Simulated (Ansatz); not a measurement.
Cost and result up the ladder for Ga(CO)H3 (CH₃GaO) (6 atoms). Total charge 0; singlet. Geometry: PBE0-D4/def2-TZVP.

```xyz
6

Ga   -0.168   -0.749    0.385
C     0.257    1.178   -0.624
O     0.488    2.161   -1.108
H     1.306   -1.284    0.262
H    -1.253   -1.229   -0.647
H    -0.630   -0.077    1.732
```

Ansatz on 4 threads of Arm Neoverse V1 on a shared host. Times are rough, and most runs start from the orbitals of an earlier one. ωB97X-V/def2-TZVP serves as the yardstick here, not as an exact answer. Differences are given only for rows in sets of like size (and for xTB, whose basis is part of the method), since another set adds its own error. Binding counts from free atoms at the same level (Ga doublet, C triplet, O triplet, H doublet; other spins of the atoms weren't run), without zero-point energy or a counterpoise term.

The 6-31G sets use Cartesian d functions. B3LYP takes the VWN-RPA correlation. Correlated methods freeze 11 core orbitals; core or outer-core shells of Ga are correlated, in sets that lack core-valence functions.

Correlated methods converge slowly with the basis.

| level | functions | wall time | binding energy per atom (eV) | difference from ωB97X-V/def2-TZVP (eV) |
| --- | --- | --- | --- | --- |
| HF/6-31G | 53 | 0.25 s | 2.03 | – |
| PBE-D4/def2-SVP | 75 | 0.51 s | 3.44 | – |
| LDA (SPW92)/def2-TZVP | 128 | 0.55 s | 3.86 | 0.49 |
| B3LYP-D4/6-31G | 53 | 0.66 s | 3.15 | – |
| PBE0-D4/def2-SVP | 75 | 0.75 s | 3.34 | – |
| HF/def2-TZVP (with forces) | 128 | 0.76 s | 2.36 | -1.02 |
| BLYP-D4/def2-TZVP | 128 | 0.8 s | 3.35 | -0.02 |
| BHLYP-D4/def2-TZVP | 128 | 1.1 s | 3.20 | -0.17 |
| PBE0-D4/def2-TZVP | 128 | 1.1 s | 3.32 | -0.06 |
| MP2/def2-TZVP | 128 | 1.4 s | 3.33 | -0.04 |
| r2SCAN-D4/def2-TZVP | 128 | 1.6 s | 3.37 | -0.01 |
| r2SCANh-D4/def2-TZVP | 128 | 1.8 s | 3.33 | -0.04 |
| ωB97X-V/def2-TZVP | 128 | 2.8 s | 3.37 | 0.00 |
| CCSD(T)/def2-TZVPP | 152 | 14 s | 3.32 | -0.05 |
